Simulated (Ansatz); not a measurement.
# Abstraction of F: C4H9FO + BCl2 → C4H9O + BCl2F

Species: C4H9FO `CCOCCF`, singlet; BCl2 `Cl[B]Cl`, doublet; C4H9O `[CH2]COCC`, doublet; BCl2F (dichlorofluoroborane) `FB(Cl)Cl`, singlet. A radical takes F: the energy is the difference in strength between the C–F bond broken and the B–F bond made.

Shapes, held fixed at every level: PBE0-D4/def2-TZVP. Flexible molecules stand in one conformer, not always the lowest. Programs: Ansatz 0.2.0. Electronic energies: no zero-point or thermal term.

```csv
level,kind,ΔE (kJ/mol),less CCSD(T)/CBS estimate
MP2/def2-TZVPP,perturbation theory,-207.5,-3.0
HF/def2-TZVPP,Hartree–Fock,-211.1,-6.6
PBE-D4/def2-TZVPP,GGA,-197.0,+7.5
PBE0-D4/def2-TZVPP,global hybrid,-202.4,+2.1
wB97M-V/def2-TZVPP,range-separated hybrid,-213.0,-8.5
CCSD/def2-TZVPP,coupled cluster or CI,-208.1,-3.6
CCSD(T)/CBS estimate,coupled cluster or CI,-204.5,0.0
```

The highest level, CCSD(T)/CBS estimate, gives ΔE = -204.5 kJ/mol; the levels span -213.0 to -197.0. The column of differences is taken from that level and isn't an error. No measured value is set beside it here. Open shells run unrestricted. The CBS estimate extrapolates MP2 from def2-TZVPP and def2-QZVPP and adds CCSD(T) − MP2 in the triple-zeta set, cores frozen.
